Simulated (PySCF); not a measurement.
Ionisation energy of Xe⁺ by level of theory

Xe⁺ [Kr] 4d10 5s2 5p5 (2P) → Xe²⁺ [Kr] 4d10 5s2 5p4 (3P), as a difference of total energies. All numbers are calculated (PySCF 2.14, scalar relativity by spin-free X2C-1e, in aug-cc-pVQZ-DK3). Correlated levels: valence: [Kr] 4d10 frozen. The calculations carry no spin-orbit coupling.

| method | ionisation energy (eV) | plus first-order spin-orbit estimate | difference from reference of that sum (eV) |
| --- | --- | --- | --- |
| UHF | 20.072 | 20.030 | -0.945 |
| MP2 (valence) | 20.925 | 20.883 | -0.092 |
| SCS-MP2 (valence) | 20.946 | 20.904 | -0.071 |
| CCSD (valence) | 20.968 | 20.926 | -0.049 |
| CCSD(T) (valence) | 21.008 | 20.966 | -0.009 |

Reference: 20.975 eV (semi-empirical (NIST evaluation); NIST Atomic Spectra Database, ionization energies).

A first-order spin-orbit estimate (lowest level to lowest level, LS coupling) adds -0.042 eV.

Errors of the correlated levels include the incompleteness of this basis and the frozen core.
